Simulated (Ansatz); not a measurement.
A nudged elastic band was laid between two geometries of BClFH$_{3}$O (7 atoms, charge 0, multiplicity 1).

Method: Ansatz 0.2.0, RKS PBE-D4/6-31G*.

```json
{
  "movable images": "9",
  "climbing image": "yes",
  "spring": "5.0 eV/Å²",
  "optimiser": "quadratic models (default)",
  "start path": "through a guess of the saddle point",
  "force threshold": "0.05 eV/Å",
  "iteration limit": "60",
  "end points": "relaxed"
}
```

Image 0:

```xyz
7
Properties=species:S:1:pos:R:3
B 0.053 0.057 0.229
H 0.443 0.803 1.086
Cl 1.188 -0.117 -1.226
F -1.278 0.053 -0.082
O 0.215 -1.529 0.960
H 0.808 -2.014 0.337
H -0.683 -1.912 0.827
```

Image 10:

```xyz
7
Properties=species:S:1:pos:R:3
B 0.009 -0.637 -0.882
H 0.282 -0.025 3.047
Cl 1.229 0.343 -1.696
F -1.282 -0.479 -1.203
O 0.408 -1.536 0.057
H -0.364 -2.009 0.430
H 0.463 -0.318 2.378
```

(1) Which bonds break or form, and what moves?

(2) Give the energies along the band, and the barrier.

(3) What is the geometry of the highest image?

Results:

(1) Bonds broken: B1–H2, O5–H7. Bonds formed: H2–H7. BClFH3O becomes BClFHO + H2.

(2) The run converged. The highest image is number 5 of 0 to 10, 1.07 eV above the first end and 1.87 eV above the last; the last end lies 0.80 eV below the first. Neighbouring images differ by up to 1.3 eV, so the band resolves the path poorly. A vibrational analysis at the climbing image gives one clearly imaginary mode, 1275i cm⁻¹: a first-order saddle point. The orbitals stay closed-shell, which can raise the energy where a bond breaks towards radicals; this wasn't checked here.

| image | path coordinate (Å) | energy (eV) | B1–H2 (Å) | O5–H7 (Å) | H2–H7 (Å) |
| --- | --- | --- | --- | --- | --- |
| 0 | 0.00 | 0.00 | 1.20 | 0.99 | 2.95 |
| 1 | 0.62 | 0.02 | 1.20 | 0.98 | 2.75 |
| 2 | 1.24 | 0.05 | 1.21 | 0.98 | 2.50 |
| 3 | 1.86 | 0.08 | 1.21 | 0.98 | 2.30 |
| 4 | 2.49 | 0.26 | 1.23 | 0.99 | 1.76 |
| 5 | 3.11 | 1.07 | 1.37 | 1.28 | 1.05 |
| 6 | 3.76 | -0.21 | 1.96 | 1.90 | 0.76 |
| 7 | 4.42 | -0.72 | 2.57 | 2.46 | 0.75 |
| 8 | 5.08 | -0.79 | 3.18 | 2.79 | 0.75 |
| 9 | 5.74 | -0.80 | 3.64 | 2.67 | 0.75 |
| 10 | 6.39 | -0.80 | 3.99 | 2.62 | 0.75 |

(3) 
```xyz
7
Properties=species:S:1:pos:R:3
B 0.063 -0.304 0.000
H 0.143 0.235 1.259
Cl 1.329 0.477 -1.006
F -1.227 -0.259 -0.414
O 0.472 -1.737 0.479
H -0.353 -2.274 0.474
H 0.319 -0.798 1.338
```

Time of the run: 3.4 min on 1 thread of Arm Neoverse V2, on a shared host, peak memory 0.12 GiB.
